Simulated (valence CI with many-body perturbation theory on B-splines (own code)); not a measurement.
# Sr25+: fill in the table

Level of theory: relativistic CI+MBPT: three valence electrons over a frozen Dirac-Fock core [Ne], radial functions for each j: 11 s, 11 p, 9 d, 7 f, 5 g, 2 h, 1 i, with the one-electron correlation potential Σ1, the two-electron term Σ2, the three-electron term Σ3, Breit, model QED; selected CI, second order for the rest (own B-spline code, finite nucleus).

No measured spectrum was set against this ion. As an estimate, levels of excited configurations hold to 0.05 to 0.15 % of their energy, terms of the ground configuration to about 0.5 %.

```tsv
Level	E (cm⁻¹)
3s2 3p 2P°_1/2	0
3s2 3p 2P°_3/2	126460
3s 3p2 4P_1/2	?
3s 3p2 4P_3/2	525210
3s 3p2 4P_5/2	568080
3s 3p2 2D_3/2	651690
3s 3p2 2D_5/2	699650
3s 3p2 2P_1/2	729290
3s 3p2 2S_1/2	?
3s 3p2 2P_3/2	?
3s2 3d 2D_3/2	933810
3s2 3d 2D_5/2	949450
3p3 2D°_3/2	1160100
3p3 2D°_5/2	?
3p3 4S°_3/2	1236900
3s 3p 3d 4F°_3/2	1259400
3s 3p 3d 4F°_5/2	1282400
3s 3p 3d 4F°_7/2	1320300
3p3 2P°_1/2	?
3s 3p 3d 4P°_5/2	?
```

Names give the largest LS component (configuration and term), which can be under half, so a name can repeat, a term be missing and a line seem to break the LS rules; names also repeat where a configuration has a term twice.

(1) The levels stand in rising order. What does the calculation give for the missing energies?

## Answers

(1) 3s 3p2 4P_1/2 453470; 3s 3p2 2S_1/2 855650; 3s 3p2 2P_3/2 862540; 3p3 2D°_5/2 1226700; 3p3 2P°_1/2 1343500; 3s 3p 3d 4P°_5/2 1351100.
